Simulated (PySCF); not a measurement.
# Induced dipoles and field energies

Species: 2,2-dimethylpyrrolidine, C6H13N.
Cartesian coordinates in Å at the PBE0-D3(BJ)/def2-SVP level; atoms count from 1:
```xyz
20
C6H13N angstrom
C      1.6044    0.7103   -0.0901
C      0.3816   -0.2036   -0.0187
C      0.8211   -1.6685   -0.0580
C     -0.6310    0.1054   -1.1531
C     -1.7827    0.8365   -0.4673
C     -1.7910    0.1853    0.9070
N     -0.3777    0.1055    1.2046
H      2.2028    0.5180   -0.9951
H      1.2898    1.7643   -0.0896
H      2.2508    0.5563    0.7882
H      1.5269   -1.8893    0.7599
H      1.3276   -1.9112   -1.0056
H     -0.0455   -2.3408    0.0441
H     -0.9975   -0.8369   -1.5912
H     -0.1728    0.6828   -1.9695
H     -1.5547    1.9090   -0.3622
H     -2.7393    0.7436   -1.0018
H     -2.3262    0.7828    1.6636
H     -2.3032   -0.8018    0.8487
H     -0.1516   -0.5171    1.9736
```

Level: wB97X-D/def2-SVPD (PySCF); nuclei fixed, core orbitals frozen in the response. Permanent dipole (-0.300, -0.888, -0.308) D (1 au = 2.5417 D). Static polarisability (au):

```
x   84.86 -2.59 -1.28
y   -2.59 76.07 -0.64
z   -1.28 -0.64 75.20
```

Only the terms in μ and α are kept: μ(F) = μ + αF and ΔE = −μ·F − ½ F·αF.

Apply 0.008 au along ±x, ±y and ±z in turn. Tabulate induced and total dipoles and both energy terms.

| field along | induced x (D) | induced y (D) | induced z (D) | total size (D) | −μ·F (kJ/mol) | −½F·αF (kJ/mol) |
| --- | --- | --- | --- | --- | --- | --- |
| +x | 1.726 | -0.053 | -0.026 | 1.740 | +2.479 | -7.130 |
| −x | -1.726 | 0.053 | 0.026 | 2.209 | -2.479 | -7.130 |
| +y | -0.053 | 1.547 | -0.013 | 0.813 | +7.338 | -6.391 |
| −y | 0.053 | -1.547 | 0.013 | 2.465 | -7.338 | -6.391 |
| +z | -0.026 | -0.013 | 1.529 | 1.552 | +2.545 | -6.318 |
| −z | 0.026 | 0.013 | -1.529 | 2.053 | -2.545 | -6.318 |

For the field (-0.0032, -0.0056, -0.0040) au, what is the induced dipole, and what angle does it make with the field?

αF = (-0.640, -1.055, -0.745) D, at 1.5° to the field. The polarisability along this direction, F·αF/F², is 74.71 au, against a mean of 78.71 au.

At what field along the permanent dipole would the induced dipole along it equal the permanent one, in this linear picture?

The polarisability along the dipole is 74.78 au, so F = 0.3882 au / 74.78 au = 0.0052 au = 0.27 V/Å; higher-order terms are ignored.

What field makes μF equal to kT at 400 K?

kT = 1.2667 × 10⁻³ Eh, so F = 0.00326 au = 16.8 MV/cm.

A unit point charge sits 11 Å away. Estimate the induction energy −αe²/2R⁴ with the mean polarisability, treating the molecule as a point.

R = 20.79 bohr, so the energy is −78.7/(2 × 20.79⁴) Eh = -0.553 kJ/mol. The charge–dipole term at its most favourable orientation, −μe/R², is -2.36 kJ/mol.

Geometry: PBE0-D3(BJ)/def2-SVP, one conformer, isolated molecule.

The pairwise dispersion term of wB97X-D wasn't added to the energies; at a given geometry it leaves orbitals and properties as they are.
